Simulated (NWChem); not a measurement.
A series in which one site is exchanged, each optimised at PBE0/def2-SVP with NWChem, gas phase unless a solvent is named. For some, no frequency run checked for a minimum. def2 effective core potentials on Te, I; no spin-orbit coupling.

A: Br[Te]I (TeIBr; site = I)
B: Br[TeH] (HTeBr; site = H)
C: Br[Te]Br (TeBr₂; site = Br)
D: Cl[Te]Br (TeBrCl; site = Cl)

Q: Rank them by vertical ionisation energy, ΔSCF, PBE0/def2-SVP (eV), lowest first.

A: A (8.42), C (8.60), D (8.71), B (8.76)
